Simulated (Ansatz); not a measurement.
Two isomers of C2H7FOSi: A = `C[SiH2]OCF`, B = `COC[SiH2]F`.

Gas-phase electronic energies from Ansatz, PBE0-D4/def2-TZVP geometries. CBS: MP2 limit from def2 TZ/QZ plus the TZ coupled-cluster correction, frozen cores. DFT in def2-TZVPP. B3LYP here is the variant with VWN-RPA as its local correlation; programs differ in this. One conformer a species, not always the lowest.

Which is lower in electronic energy at CCSD(T)/CBS, and by how much? (Best estimate.)

Ansatz gave: A, by 19.3 kJ/mol.

Give E(B) − E(A) in kJ/mol with PBE0-D4, HF/def2-TZVPP, ωB97M-V, CCSD/def2-TZVPP, r2SCAN-D4, MP2/def2-TZVPP, B3LYP-D4. (Best estimate.)

The calculation gave: PBE0-D4 23.7, HF/def2-TZVPP 27.7, ωB97M-V 24.7, CCSD/def2-TZVPP 22.0, r2SCAN-D4 25.8, MP2/def2-TZVPP 21.7, B3LYP-D4 21.3. None reverses the order clearly.

Largest T1 diagnostic: 0.011.

In def2-TZVPP, CCSD(T) changes the Hartree–Fock value by −5.9 kJ/mol (the triples alone add −0.2 kJ/mol) and MP2 by −6.0 kJ/mol.
